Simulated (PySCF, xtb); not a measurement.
Ga(H)2(nPr) (C3H9Ga), SMILES CC[CH2][GaH2]. One conformer was computed; it need not be the lowest.

Harmonic wavenumbers (cm⁻¹) from GFN2-xTB run with xtb at its own minimum, in rising order: 40, 115, 121, 234, 294, 374, 409, 571, 616, 716, 799, 928, 957, 1050, 1087, 1158, 1202, 1263, 1316, 1414, 1452, 1475, 1501, 1503, 1529, 1577, 2887, 2892, 2904, 2910, 3026, 3028, 3032.

Problem. What does PBE0-D3(BJ)/def2-SVP run with PySCF 2.14.0 give at its own minimum? (The exact figures need the calculation; the answer reports its results.)

Solution. 65, 109, 155, 258, 302, 448, 487, 635, 671, 759, 782, 912, 983, 1058, 1105, 1182, 1221, 1316, 1349, 1393, 1423, 1460, 1466, 1475, 1946, 1951, 3027, 3044, 3047, 3069, 3093, 3137, 3142. Paired by order, the mean absolute difference is 73 cm⁻¹ and the zero-point energies are 63.4 and 66.4 kcal/mol.
